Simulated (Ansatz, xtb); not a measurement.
**Two isomers of C6H9BSi**

Structure a: `Bc1ccccc1[SiH3]`, a singlet. Structure b: `Bc1ccc([SiH3])cc1`, a singlet. Both are isolated molecules in the gas phase, relaxed with PBE-D3(BJ)/def2-SVP; the shapes shown needn't be the lowest conformers.

a (Å):

```yaml
atoms:
  - { symbol: C, position_ang: [-0.5120, -0.3036, -0.9421] }
  - { symbol: C, position_ang: [-1.0103, 1.0123, -0.7496] }
  - { symbol: C, position_ang: [-0.3738, 1.9241, 0.1021] }
  - { symbol: C, position_ang: [0.7871, 1.5293, 0.7846] }
  - { symbol: C, position_ang: [1.3047, 0.2320, 0.6145] }
  - { symbol: C, position_ang: [0.6752, -0.6946, -0.2387] }
  - { symbol: B, position_ang: [-1.2578, -1.2612, -1.8942] }
  - { symbol: Si, position_ang: [1.4339, -2.4274, -0.4172] }
  - { symbol: H, position_ang: [-2.2634, -0.8908, -2.4726] }
  - { symbol: H, position_ang: [-0.8575, -2.3962, -2.0834] }
  - { symbol: H, position_ang: [-1.9221, 1.3135, -1.2894] }
  - { symbol: H, position_ang: [-0.7777, 2.9392, 0.2363] }
  - { symbol: H, position_ang: [1.2978, 2.2360, 1.4574] }
  - { symbol: H, position_ang: [2.2171, -0.0546, 1.1614] }
  - { symbol: H, position_ang: [1.8613, -2.7164, -1.8294] }
  - { symbol: H, position_ang: [2.6546, -2.4607, 0.4649] }
  - { symbol: H, position_ang: [0.4921, -3.5084, 0.0354] }
```

b (Å):

```yaml
atoms:
  - { symbol: C, position_ang: [-1.3990, -0.6062, -0.8991] }
  - { symbol: C, position_ang: [-1.0725, 0.3606, 0.0894] }
  - { symbol: C, position_ang: [0.2514, 0.5810, 0.4850] }
  - { symbol: C, position_ang: [1.3102, -0.1571, -0.0949] }
  - { symbol: C, position_ang: [0.9984, -1.1252, -1.0786] }
  - { symbol: C, position_ang: [-0.3271, -1.3426, -1.4709] }
  - { symbol: B, position_ang: [-2.8604, -0.8497, -1.3315] }
  - { symbol: Si, position_ang: [3.1052, 0.1709, 0.4053] }
  - { symbol: H, position_ang: [-3.7643, -0.2068, -0.8280] }
  - { symbol: H, position_ang: [-3.1181, -1.6861, -2.1788] }
  - { symbol: H, position_ang: [-1.8850, 0.9434, 0.5521] }
  - { symbol: H, position_ang: [0.4676, 1.3347, 1.2596] }
  - { symbol: H, position_ang: [3.7055, 1.2538, -0.4523] }
  - { symbol: H, position_ang: [3.1591, 0.6187, 1.8400] }
  - { symbol: H, position_ang: [3.9181, -1.0816, 0.2268] }
  - { symbol: H, position_ang: [1.8047, -1.7191, -1.5390] }
  - { symbol: H, position_ang: [-0.5524, -2.1014, -2.2373] }
```

Which of the two would you expect CCSD(T)/def2-SVP + ΔMP2/def2-TZVPP electronic energies to favour?

CCSD(T)/def2-SVP + ΔMP2/def2-TZVPP gives E(b) − E(a) = −1.84 kJ/mol, slightly favouring structure b, which is too small a margin to settle the true order.

The same difference at several levels:

| level | geometry | E(b) − E(a) (kJ/mol) | departure from the last row (kJ/mol) | job, with rough time for the two |
| --- | --- | --- | --- | --- |
| GFN2-xTB | GFN2-xTB | −4.71 | −2.87 | optimisation, 0.14 s |
| HF/STO-3G | GFN2-xTB | −9.21 | −7.37 | single point, 0.72 s |
| r2SCAN-D4/def2-SVP | GFN2-xTB | −1.07 | +0.77 | single point, 9.9 s |
| PBE-D3(BJ)/def2-SVP | PBE-D3(BJ)/def2-SVP | −1.06 | +0.78 | optimisation, 30 s |
| HF/def2-SVP | PBE-D3(BJ)/def2-SVP | −6.95 | −5.12 | part of the CCSD(T) run |
| MP2/def2-SVP | PBE-D3(BJ)/def2-SVP | −3.04 | −1.20 | part of the CCSD(T) run |
| CCSD(T)/def2-SVP | PBE-D3(BJ)/def2-SVP | −3.03 | −1.19 | single point |
| CCSD(T)/def2-SVP + ΔMP2/def2-TZVPP | PBE-D3(BJ)/def2-SVP | −1.84 |  | single point, 4.1 min |

As drawn, both hold the same kinds of bond in the same numbers.

The largest departure from CCSD(T)/def2-SVP + ΔMP2/def2-TZVPP is that of HF/STO-3G, 7.37 kJ/mol. A small imaginary or near-zero mode remains, so no thermal terms are given. The last row adds to CCSD(T) the change of the MP2 difference between the two basis sets, here +1.19 kJ/mol.

The correlated steps freeze 12 core orbitals. Codes used: Ansatz 0.2.0, xtb 6.7.1; the last row on 2 threads of Arm Neoverse V2 on a shared host.
